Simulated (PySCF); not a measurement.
The numbers are results of PBE-D3(BJ)/def2-TZVP // B3LYP-D3(BJ)/def2-TZVP run with PySCF, not measurements. All species are isolated molecules in the gas phase. One relaxed conformer stands for a flexible species; it need not be the lowest. Excitations are Tamm–Dancoff values on a coarser integration grid. The basis has no diffuse functions, so Rydberg states are missing or too high.

Reference species (SMILES): `[NH2][Ga]([NH2])[NH2]` (neutral, multiplicity 1).

```yaml
S1–T1 gap (TDA): 0.32 eV
S1 oscillator strength: 0.006
```

Changed species: `[NH2][Ga]([NH2])[SH]` (1 of 3 NH2 replaced by SH; the reference has 0 of 3 NH2 replaced by SH).

### Question
Predict the effect on the S1–T1 gap (TDA) and S1 oscillator strength.

### Answer
the S1–T1 gap (TDA) rises by 0.06 eV, to 0.38 eV; the S1 oscillator strength hardly moves.
